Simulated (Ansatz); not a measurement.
`F[SiH2][NH][AlH2]` + `C=N` → `C=N[SiH2]F` + `[NH2][AlH2]` at 298.15 K and 1 bar (ligand exchange at the Si–N bond).

Computed with Ansatz on PBE0-D4/def2-TZVP structures; ΔE is electronic, products minus reactants. CCSD(T)/CBS is the MP2 limit (def2-TZVPP, def2-QZVPP) plus CCSD(T) − MP2 in def2-TZVPP, frozen cores. This one scheme is used for every species. Each species was taken in one conformer, which may not be the lowest.

```
            species  CCSD(T)/CBS energy (Eh)  H − E (kJ/mol)  S (J/(mol·K))
`F[SiH2][NH][AlH2]`               -688.71689           151.7          334.1
              `C=N`                -94.52360           115.3          227.0
       `C=N[SiH2]F`               -484.08456           149.9          303.3
      `[NH2][AlH2]`               -299.14566           115.0          251.7
```

H − E and S are ideal-gas, rigid-rotor, harmonic terms from PBE0-D4/def2-TZVP, for one conformer and one mirror image of each species. 1 Eh = 2625.50 kJ/mol, R = 8.31446 J/(mol·K).

**Question.** By hand: ΔE, ΔH, ΔS and ΔG.

**Answer.** ΔE = (-484.08456) + (-299.14566) − (-688.71689) − (-94.52360) = 0.01027 Eh = 27.0 kJ/mol. Δ(H − E) = 149.9 + 115.0 − 151.7 − 115.3 = -2.1, so ΔH = 24.9 kJ/mol. ΔS = 303.3 + 251.7 − 334.1 − 227.0 = -6.1 J/(mol·K). ΔG = 24.9 − 298.15 × (-6.1)/1000 = 26.7 kJ/mol.

**Question.** By hand: the equilibrium constant, and the temperature at which ΔG would vanish if ΔH and ΔS stayed fixed.

**Answer.** log₁₀ K = −ΔG/(RT ln 10) = -4.7. ΔH and −TΔS have one sign here, so there is no such temperature.

The number of gas molecules stays the same, so ΔS is small and ΔH decides. A doubt of 5 kJ/mol in ΔE shifts log₁₀ K by 0.9 here. Other conformers and mirror images would add mixing entropy, several J/(mol·K) or more a flexible species. These are equilibria of isolated gas molecules and say nothing of rates. Largest T1 diagnostic: 0.013 (customary marks: 0.02 for closed shells, 0.045 for open ones).

ΔS is within the doubt of such terms, so its sign, and with it that verdict, could turn.
